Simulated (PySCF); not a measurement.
**Steps of a relaxation of [La(H2O)4]3+**

[La(H2O)4]3+ (singlet). PySCF 2.14.0, RKS PBE0, La lcecp-1-SVP with ECP46, O def2-SVP, H def2-SVP; non-relativistic Hamiltonian with scalar-relativistic core potentials where named; density fitting; no spin-orbit coupling. Origin of the start: displaced along the imaginary mode. Columns: position (Å) and force (eV/Å). Energies are counted from the last step; some of the 16 steps are shown. Forces carry noise of the integration grid, about 0.01 to 0.03 eV/Å.

Run from Python with OMP_NUM_THREADS=2. Where DIIS fails, smearing, a level shift and second-order steps follow.
It took 120 s on 2 threads of Arm Neoverse V1, on a shared host, from the converged density of the start.

```xyz
13
step 0  E = 0.234 eV
La    0.0000    0.0000    0.0000     0.00    0.00    0.00
O     1.4037    1.4017    1.4094     0.72    0.66    0.68
H     1.5674    1.3029    2.4046    -0.06    0.36   -1.36
H     1.9742    2.1849    1.1125    -0.68   -1.04    0.67
O    -1.4037   -1.4094    1.4017    -0.72   -0.68    0.66
H    -1.9742   -1.1125    2.1849     0.68   -0.67   -1.04
H    -1.5674   -2.4046    1.3029     0.06    1.36    0.36
O     1.4037   -1.4017   -1.4094     0.72   -0.66   -0.68
H     1.9742   -2.1849   -1.1125    -0.68    1.04   -0.67
H     1.5674   -1.3029   -2.4046    -0.06   -0.36    1.36
O    -1.4037    1.4094   -1.4017    -0.72    0.68   -0.66
H    -1.5674    2.4046   -1.3029     0.06   -1.36   -0.36
H    -1.9742    1.1125   -2.1849     0.68    0.67    1.04
```

```xyz
13
step 5  E = 0.017 eV
La    0.0000    0.0000    0.0000     0.00    0.00    0.00
O     1.4149    1.3847    1.4100     0.07    0.08    0.13
H     1.4924    1.3806    2.3928     0.00    0.02   -0.18
H     2.0623    2.0740    1.1351    -0.06   -0.10    0.05
O    -1.4149   -1.4100    1.3847    -0.07   -0.13    0.08
H    -2.0623   -1.1351    2.0740     0.06   -0.05   -0.10
H    -1.4924   -2.3928    1.3806     0.00    0.18    0.02
O     1.4149   -1.3847   -1.4100     0.07   -0.08   -0.13
H     2.0623   -2.0740   -1.1351    -0.06    0.10   -0.05
H     1.4924   -1.3806   -2.3928     0.00   -0.02    0.18
O    -1.4149    1.4100   -1.3847    -0.07    0.13   -0.08
H    -1.4924    2.3928   -1.3806     0.00   -0.18   -0.02
H    -2.0623    1.1351   -2.0740     0.06    0.05    0.10
```

```xyz
13
step 10  E = 0.002 eV
La    0.0000    0.0000    0.0000     0.00    0.00    0.00
O     1.4491    1.3547    1.4078    -0.03    0.01    0.13
H     1.4123    1.4769    2.3846     0.01   -0.01   -0.13
H     2.2165    1.9072    1.1419     0.01   -0.01    0.00
O    -1.4491   -1.4078    1.3547     0.03   -0.13    0.01
H    -2.2165   -1.1419    1.9072    -0.01    0.00   -0.01
H    -1.4123   -2.3846    1.4769    -0.01    0.13   -0.01
O     1.4491   -1.3547   -1.4078    -0.03   -0.01   -0.13
H     2.2165   -1.9072   -1.1419     0.01    0.01    0.00
H     1.4123   -1.4769   -2.3846     0.01    0.01    0.13
O    -1.4491    1.4078   -1.3547     0.03    0.13   -0.01
H    -1.4123    2.3846   -1.4769    -0.01   -0.13    0.01
H    -2.2165    1.1419   -1.9072    -0.01    0.00    0.01
```

Problem. Where does the relaxation end?

Solution. It converges at step 15 in S4:
```xyz
13
step 15  E = 0
La    0.0000    0.0000    0.0000
O     1.4593    1.3453    1.4061
H     1.4036    1.5005    2.3746
H     2.2553    1.8573    1.1435
O    -1.4591   -1.4061    1.3454
H    -2.2555   -1.1435    1.8571
H    -1.4036   -2.3746    1.5004
O     1.4593   -1.3453   -1.4061
H     2.2553   -1.8573   -1.1435
H     1.4036   -1.5005   -2.3746
O    -1.4591    1.4061   -1.3454
H    -1.4036    2.3746   -1.5004
H    -2.2555    1.1435   -1.8571
```

Problem. How did the contacts change?

Solution. 
```tsv
contact	start (Å)	end (Å)
La1–O2 (H2O)	2.433	2.432
La1–O5 (H2O)	2.433	2.432
La1–O8 (H2O)	2.433	2.432
La1–O11 (H2O)	2.433	2.432
```
